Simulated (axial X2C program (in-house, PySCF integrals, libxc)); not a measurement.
Which functional? An output for SnH

An SCF output computed with an in-house all-electron X2C program for linear molecules (integrals from PySCF) for SnH at 1.781 Å, two-component, state Ω = 1/2, Sn dyall-cv3z [11s12p9d4f1g], H dyall-v3z [6s2p1d] (cores contracted in-house), without its first line:

```
basis functions 146  fitting functions 745  grid points 5071
iter        total energy     max residual
   1      -6171.778462172     2.54e-01
   2      -6171.797593471     5.45e-03
   3      -6171.798177883     1.88e-03
   4      -6171.798241354     7.61e-04
   5      -6171.798254913     3.86e-04
   6      -6171.798258961     1.79e-04
   7      -6171.798259967     8.67e-05
   8      -6171.798260379     5.80e-05
   9      -6171.798260510     3.74e-05
  10      -6171.798260583     1.28e-05
  11      -6171.798260590     2.34e-06
  12      -6171.798260591     1.15e-06
converged
one-electron -8513.65936408  Coulomb 2494.76465809  exact exchange -164.24051464  xc functional 0.00000000  nuclear repulsion 14.85618223  atomic mean-field constant -3.51922219
```

Question: Which level of theory produced it?
A. PBE0
B. r2SCAN
C. HF

Answer: C. The exact-exchange term against the functional term shows a share of 1 of exact exchange.
